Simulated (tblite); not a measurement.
A geometry optimisation, step by step.

Species: C5H12Si.
SMILES with atom numbers: `[CH2:1]=[CH:2][SiH2:3][CH2:4][CH2:5][CH3:6]` (hydrogens: H7, H8 on C1; H9 on C2; H10, H11 on Si3; H12, H13 on C4; H14, H15 on C5; H16, H17, H18 on C6)

Computed with GFN2-xTB (tblite), gas phase: L-BFGS steps from a force-field or distance-geometry start until the largest atomic force falls under 0.01 eV/Å. 9 of its 134 geometries are shown.

Step 0: E = -502.9489 eV, largest atomic force 1.628 eV/Å
```
atom  x, y, z in Å  |  force x, y, z in eV/Å
C1      3.425   -0.310   -0.490   -0.499  -0.708   0.114
C2      2.270   -0.764    0.006    0.967   0.027  -0.104
Si3     1.076    0.454    0.711   -0.102   0.201   0.612
C4     -0.506    0.239   -0.299    1.086  -0.229   0.373
C5     -1.660    0.113    0.667   -0.323   0.961  -0.200
C6     -2.904   -0.065   -0.167   -1.371  -0.853  -0.210
H7      3.677    0.751   -0.520   -0.082  -0.568   0.023
H8      4.127   -1.023   -0.888    0.325   0.215  -0.170
H9      2.029   -1.835    0.040    0.349   0.499  -0.164
H10     0.794    0.161    2.137    0.136   0.118  -0.192
H11     1.646    1.790    0.533   -0.051   0.113   0.137
H12    -0.409   -0.682   -0.914   -0.301   0.843   0.041
H13    -0.599    1.168   -0.885   -0.368  -0.776  -0.188
H14    -1.727    1.091    1.198    0.052  -0.755   0.049
H15    -1.583   -0.703    1.395    0.340   0.308  -0.213
H16    -2.700   -0.071   -1.245    0.048   0.127   0.330
H17    -3.362   -1.061    0.051   -0.013   0.928  -0.126
H18    -3.601    0.753    0.035   -0.193  -0.450  -0.111
```

Step 17: E = -503.3247 eV, largest atomic force 0.095 eV/Å
```
atom  x, y, z in Å  |  force x, y, z in eV/Å
C1      3.522   -0.369   -0.524    0.025  -0.005   0.035
C2      2.381   -0.737    0.037   -0.001   0.031   0.002
Si3     1.123    0.474    0.746    0.038  -0.006   0.044
C4     -0.492    0.264   -0.252    0.025  -0.002  -0.021
C5     -1.734    0.154    0.628    0.026  -0.031  -0.012
C6     -3.018   -0.072   -0.187    0.029   0.021   0.052
H7      3.818    0.667   -0.548    0.019  -0.024  -0.070
H8      4.212   -1.071   -0.969    0.016   0.012   0.036
H9      2.138   -1.794    0.058   -0.022   0.045  -0.018
H10     0.884    0.184    2.167    0.005  -0.050  -0.001
H11     1.633    1.848    0.646   -0.016   0.001  -0.025
H12    -0.425   -0.632   -0.873   -0.010  -0.033  -0.004
H13    -0.613    1.101   -0.941   -0.027   0.034  -0.002
H14    -1.825    1.060    1.232   -0.005  -0.031  -0.041
H15    -1.589   -0.678    1.318   -0.042   0.022   0.046
H16    -2.807   -0.059   -1.256   -0.030   0.012   0.089
H17    -3.464   -1.034    0.058   -0.012   0.031  -0.061
H18    -3.752    0.702    0.024   -0.018  -0.025  -0.048
```

Step 33: E = -503.3341 eV, largest atomic force 0.059 eV/Å
```
atom  x, y, z in Å  |  force x, y, z in eV/Å
C1      3.555   -0.369   -0.528    0.006   0.009   0.020
C2      2.398   -0.709    0.015    0.021  -0.008   0.024
Si3     1.123    0.476    0.737    0.014  -0.021   0.025
C4     -0.500    0.250   -0.243   -0.036  -0.013  -0.001
C5     -1.745    0.157    0.637   -0.059  -0.002  -0.003
C6     -3.026   -0.065   -0.184   -0.007  -0.001  -0.007
H7      3.865    0.661   -0.598   -0.001  -0.002  -0.008
H8      4.251   -1.096   -0.924   -0.013   0.021  -0.004
H9      2.152   -1.765    0.060   -0.005  -0.003  -0.014
H10     0.910    0.122    2.149    0.008   0.003  -0.015
H11     1.586    1.865    0.653    0.008   0.005   0.000
H12    -0.438   -0.653   -0.854   -0.012  -0.024  -0.006
H13    -0.631    1.082   -0.936    0.012   0.001  -0.022
H14    -1.836    1.075    1.221    0.019   0.013  -0.004
H15    -1.621   -0.661    1.349    0.005   0.007  -0.001
H16    -2.807   -0.023   -1.249   -0.029   0.020   0.024
H17    -3.470   -1.036    0.025    0.037   0.023  -0.009
H18    -3.774    0.696    0.033    0.032  -0.028  -0.001
```

Step 50: E = -503.4357 eV, largest atomic force 0.520 eV/Å
```
atom  x, y, z in Å  |  force x, y, z in eV/Å
C1      3.627   -0.260   -0.485   -0.028   0.000   0.044
C2      2.478   -0.729   -0.024    0.150  -0.093  -0.007
Si3     1.069    0.284    0.702    0.098  -0.024   0.066
C4     -0.554   -0.019   -0.255    0.285   0.014  -0.086
C5     -1.767    0.316    0.608    0.082   0.022  -0.056
C6     -3.058    0.067   -0.145   -0.416  -0.014  -0.311
H7      3.846    0.794   -0.500   -0.054   0.081  -0.018
H8      4.417   -0.893   -0.862   -0.054  -0.040   0.012
H9      2.348   -1.805   -0.013   -0.032  -0.045  -0.066
H10     0.935   -0.112    2.121   -0.041   0.040  -0.142
H11     1.410    1.710    0.614   -0.021   0.022   0.049
H12    -0.631   -1.040   -0.643    0.001   0.036   0.209
H13    -0.538    0.622   -1.148   -0.158  -0.046   0.165
H14    -1.690    1.360    0.913   -0.097   0.040   0.025
H15    -1.771   -0.294    1.512    0.118  -0.007   0.043
H16    -3.033    0.608   -1.102   -0.107  -0.235   0.249
H17    -3.155   -1.011   -0.344   -0.081   0.409  -0.029
H18    -3.942    0.406    0.414    0.353  -0.161  -0.147
```

Step 66: E = -503.4759 eV, largest atomic force 0.031 eV/Å
```
atom  x, y, z in Å  |  force x, y, z in eV/Å
C1      3.634   -0.244   -0.481    0.006  -0.007  -0.001
C2      2.494   -0.744   -0.033   -0.001   0.008   0.008
Si3     1.091    0.272    0.704   -0.020   0.017   0.011
C4     -0.538   -0.044   -0.236    0.004  -0.027  -0.007
C5     -1.764    0.344    0.584   -0.006  -0.008  -0.007
C6     -3.068    0.084   -0.161    0.004  -0.004  -0.005
H7      3.826    0.817   -0.480   -0.014   0.007   0.009
H8      4.431   -0.859   -0.869    0.003  -0.021  -0.023
H9      2.364   -1.820   -0.057    0.007   0.003  -0.022
H10     0.922   -0.142    2.107    0.005   0.007  -0.010
H11     1.427    1.700    0.649   -0.008   0.004   0.013
H12    -0.622   -1.099   -0.507    0.017  -0.020   0.015
H13    -0.546    0.510   -1.178    0.001   0.012   0.018
H14    -1.706    1.402    0.850    0.008   0.001   0.003
H15    -1.766   -0.228    1.514   -0.002   0.010   0.016
H16    -3.122    0.688   -1.064    0.008  -0.001  -0.013
H17    -3.145   -0.964   -0.445    0.010   0.007   0.003
H18    -3.921    0.331    0.468   -0.019   0.011  -0.008
```

Step 83: E = -503.4813 eV, largest atomic force 0.039 eV/Å
```
atom  x, y, z in Å  |  force x, y, z in eV/Å
C1      3.616   -0.234   -0.507   -0.004   0.007   0.000
C2      2.473   -0.720   -0.052   -0.008  -0.004  -0.011
Si3     1.095    0.284    0.747    0.000   0.005   0.011
C4     -0.525   -0.080   -0.189    0.004  -0.005   0.013
C5     -1.766    0.344    0.592   -0.001   0.008   0.003
C6     -3.049    0.089   -0.189    0.002  -0.011   0.001
H7      3.846    0.817   -0.450    0.000   0.015   0.008
H8      4.377   -0.854   -0.958   -0.003  -0.001   0.002
H9      2.305   -1.787   -0.142    0.012  -0.015   0.001
H10     0.946   -0.133    2.151    0.015  -0.017  -0.007
H11     1.403    1.719    0.709   -0.002  -0.001  -0.015
H12    -0.594   -1.148   -0.409   -0.019   0.005   0.011
H13    -0.525    0.430   -1.155    0.012   0.001   0.019
H14    -1.698    1.407    0.834    0.007   0.016  -0.002
H15    -1.808   -0.201    1.537    0.030  -0.009  -0.004
H16    -3.055    0.670   -1.110   -0.021  -0.007   0.003
H17    -3.133   -0.964   -0.448   -0.003  -0.005  -0.008
H18    -3.917    0.366    0.404   -0.022   0.018  -0.026
```

Step 100: E = -503.4836 eV, largest atomic force 0.033 eV/Å
```
atom  x, y, z in Å  |  force x, y, z in eV/Å
C1      3.612   -0.216   -0.515   -0.001   0.006   0.000
C2      2.471   -0.719   -0.073    0.006  -0.009  -0.004
Si3     1.099    0.262    0.764   -0.012  -0.031   0.000
C4     -0.530   -0.106   -0.154    0.009  -0.004   0.008
C5     -1.773    0.364    0.594    0.007   0.007   0.011
C6     -3.045    0.101   -0.204    0.004  -0.007   0.000
H7      3.836    0.835   -0.424    0.006  -0.009  -0.007
H8      4.375   -0.818   -0.987   -0.015   0.016   0.012
H9      2.308   -1.785   -0.191    0.008   0.011  -0.005
H10     1.000   -0.176    2.165   -0.017   0.001  -0.007
H11     1.383    1.700    0.721    0.014   0.022   0.005
H12    -0.617   -1.180   -0.334   -0.007  -0.011  -0.004
H13    -0.513    0.367   -1.138    0.010   0.001  -0.007
H14    -1.692    1.432    0.806    0.000  -0.005  -0.004
H15    -1.835   -0.155    1.553    0.006   0.006   0.001
H16    -3.035    0.666   -1.134   -0.001  -0.003  -0.001
H17    -3.125   -0.956   -0.449   -0.015  -0.007   0.002
H18    -3.927    0.389    0.364   -0.003   0.014   0.000
```

Step 116: E = -503.4867 eV, largest atomic force 0.050 eV/Å
```
atom  x, y, z in Å  |  force x, y, z in eV/Å
C1      3.607   -0.164   -0.522   -0.004  -0.004   0.002
C2      2.483   -0.720   -0.099   -0.019   0.021   0.005
Si3     1.096    0.199    0.785   -0.006   0.035   0.011
C4     -0.537   -0.157   -0.127    0.008   0.000   0.016
C5     -1.769    0.394    0.584   -0.016  -0.002  -0.013
C6     -3.042    0.121   -0.210    0.002   0.012   0.001
H7      3.805    0.886   -0.385    0.002   0.032   0.015
H8      4.381   -0.723   -1.024    0.031  -0.020  -0.024
H9      2.349   -1.780   -0.274   -0.015  -0.030   0.017
H10     0.988   -0.275    2.174    0.022  -0.003  -0.018
H11     1.378    1.640    0.775   -0.010  -0.004   0.019
H12    -0.659   -1.235   -0.244   -0.016  -0.039  -0.027
H13    -0.498    0.259   -1.136    0.006   0.004  -0.008
H14    -1.659    1.470    0.734    0.010   0.004  -0.015
H15    -1.855   -0.065    1.571    0.013  -0.003   0.019
H16    -2.989    0.598   -1.186    0.002   0.008  -0.027
H17    -3.171   -0.948   -0.361   -0.017  -0.003   0.008
H18    -3.917    0.506    0.309    0.006  -0.008   0.020
```

Step 133: E = -503.4892 eV, largest atomic force 0.009 eV/Å
```
atom  x, y, z in Å  |  force x, y, z in eV/Å
C1      3.606   -0.121   -0.522    0.000   0.000   0.000
C2      2.494   -0.711   -0.114   -0.001  -0.002  -0.002
Si3     1.088    0.149    0.796   -0.004   0.003   0.006
C4     -0.543   -0.209   -0.119    0.004   0.001  -0.004
C5     -1.757    0.417    0.559   -0.001   0.000  -0.005
C6     -3.046    0.143   -0.208   -0.001  -0.002  -0.001
H7      3.783    0.929   -0.353   -0.004   0.004  -0.003
H8      4.392   -0.649   -1.042    0.008  -0.003   0.001
H9      2.381   -1.770   -0.313   -0.005  -0.005  -0.004
H10     1.006   -0.380    2.167   -0.001   0.001  -0.001
H11     1.334    1.596    0.844   -0.004  -0.002   0.003
H12    -0.699   -1.288   -0.193    0.000   0.004  -0.002
H13    -0.483    0.162   -1.145    0.003  -0.002   0.001
H14    -1.611    1.496    0.640    0.000   0.005   0.005
H15    -1.849    0.022    1.573    0.002   0.002   0.003
H16    -2.984    0.553   -1.214   -0.003  -0.004   0.004
H17    -3.224   -0.928   -0.286    0.003   0.005   0.002
H18    -3.898    0.596    0.295    0.004  -0.004  -0.004
```

**Question.** Summarise the path.

**Answer.** The energy falls by 0.5403 eV from step 0 to step 133; nine tenths of that is first reached at step 50. It falls at every step. The largest force goes from 1.628 to 0.009 eV/Å. Among the bonds C2–Si3 changes most, from 1.845 to 1.883 Å; the atoms move by 0.566 Å rms after alignment.

**Question.** Follow the three bonds and two angles with the largest change from start to end.

**Answer.** 
| step | E above end (eV) | largest force (eV/Å) | C2–Si3 (Å) | C6–H17 (Å) | C5–H14 (Å) | H12–C4–H13 (°) | C1–C2–Si3 (°) |
| --- | --- | --- | --- | --- | --- | --- | --- |
| 0 | 0.5403 | 1.628 | 1.845 | 1.118 | 1.114 | 114.3 | 118.5 |
| 6 | 0.2303 | 0.370 | 1.868 | 1.094 | 1.090 | 104.6 | 121.0 |
| 12 | 0.1768 | 0.178 | 1.883 | 1.084 | 1.091 | 107.0 | 122.4 |
| 17 | 0.1645 | 0.095 | 1.885 | 1.088 | 1.093 | 106.1 | 123.8 |
| 23 | 0.1590 | 0.080 | 1.883 | 1.089 | 1.090 | 106.2 | 125.1 |
| 29 | 0.1566 | 0.055 | 1.883 | 1.086 | 1.092 | 106.4 | 125.8 |
| 35 | 0.1545 | 0.039 | 1.885 | 1.088 | 1.091 | 106.3 | 126.0 |
| 40 | 0.1520 | 0.099 | 1.883 | 1.087 | 1.092 | 106.2 | 126.5 |
| 46 | 0.1069 | 0.367 | 1.877 | 1.094 | 1.096 | 106.5 | 126.9 |
| 52 | 0.0334 | 0.186 | 1.884 | 1.088 | 1.091 | 105.1 | 125.8 |
| 58 | 0.0168 | 0.053 | 1.883 | 1.089 | 1.091 | 106.1 | 124.8 |
| 64 | 0.0139 | 0.046 | 1.883 | 1.089 | 1.093 | 106.3 | 124.8 |
| 69 | 0.0128 | 0.038 | 1.883 | 1.088 | 1.092 | 106.2 | 125.1 |
| 75 | 0.0112 | 0.047 | 1.881 | 1.089 | 1.092 | 106.1 | 124.9 |
| 81 | 0.0085 | 0.054 | 1.884 | 1.088 | 1.093 | 106.3 | 125.6 |
| 87 | 0.0071 | 0.023 | 1.883 | 1.089 | 1.092 | 106.1 | 125.7 |
| 93 | 0.0065 | 0.023 | 1.883 | 1.088 | 1.092 | 106.2 | 125.6 |
| 98 | 0.0059 | 0.023 | 1.883 | 1.088 | 1.093 | 106.1 | 125.5 |
| 104 | 0.0051 | 0.027 | 1.883 | 1.088 | 1.092 | 106.2 | 125.1 |
| 110 | 0.0044 | 0.031 | 1.884 | 1.089 | 1.092 | 106.1 | 125.0 |
| 116 | 0.0026 | 0.050 | 1.884 | 1.088 | 1.092 | 106.3 | 124.8 |
| 121 | 0.0016 | 0.026 | 1.884 | 1.088 | 1.092 | 106.2 | 125.1 |
| 127 | 0.0004 | 0.020 | 1.884 | 1.088 | 1.092 | 106.2 | 124.9 |
| 133 | 0.0000 | 0.009 | 1.883 | 1.088 | 1.092 | 106.3 | 125.0 |

The cost below is that of the whole relaxation. On one thread of an Intel Xeon 6975P-C, no GPU, shared host with 192 logical CPUs at a one-minute load of 96, this took 0.62 s wall.
